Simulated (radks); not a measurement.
Values are calculated unless marked as measured or tabulated.
Task: Isoelectronic series with 5 electrons, each ion in its NIST ground configuration. Level of theory: Dirac Kohn-Sham, PBE, spin-unpolarised, spherical densities, point nucleus; open shells fill j = l - 1/2 first (a radial shooting solver on a logarithmic mesh with Libxc functionals). Total energies (hartree) and orbital eigenvalues (eV) (* marks an orbital that is empty in some or all of the ions):

ion    configuration  E (hartree)     2p3/2*      2p1/2      2s1/2      1s1/2
B       [He] 2s2 2p1    -24.60328    -3.6047    -3.6079    -9.4419  -180.5844
C+      [He] 2s2 2p1    -37.36595   -16.9983   -17.0100   -25.7559  -288.3816
N2+     [He] 2s2 2p1    -52.89395   -37.4965   -37.5263   -49.1552  -423.8434
O3+     [He] 2s2 2p1    -71.18566   -64.9275   -64.9902   -79.4823  -586.7726
F4+     [He] 2s2 2p1    -92.24254   -99.2330   -99.3497  -116.6926  -777.1174
Ne5+    [He] 2s2 2p1   -116.06741  -140.3858  -140.5852  -160.7717  -994.8711
Mg7+    [He] 2s2 2p1   -172.03665  -243.1829  -243.6686  -269.5356  -1512.679
Al8+    [He] 2s2 2p1   -204.19039  -304.8152  -305.5249  -334.2340  -1812.799
Si9+    [He] 2s2 2p1   -239.13073  -373.2665  -374.2698  -405.8248  -2140.452
S11+    [He] 2s2 2p1   -317.39611  -530.6245  -532.4773  -569.7422  -2878.569
Cl12+   [He] 2s2 2p1   -360.73488  -619.5329  -621.9711  -662.1029  -3289.151

Estimate the row of P10+ ([He] 2s2 2p1).

Result: E (hartree) -276.86377; 2p3/2* -448.5361; 2p1/2 -449.9157; 2s1/2 -484.3222; 1s1/2 -2495.690.
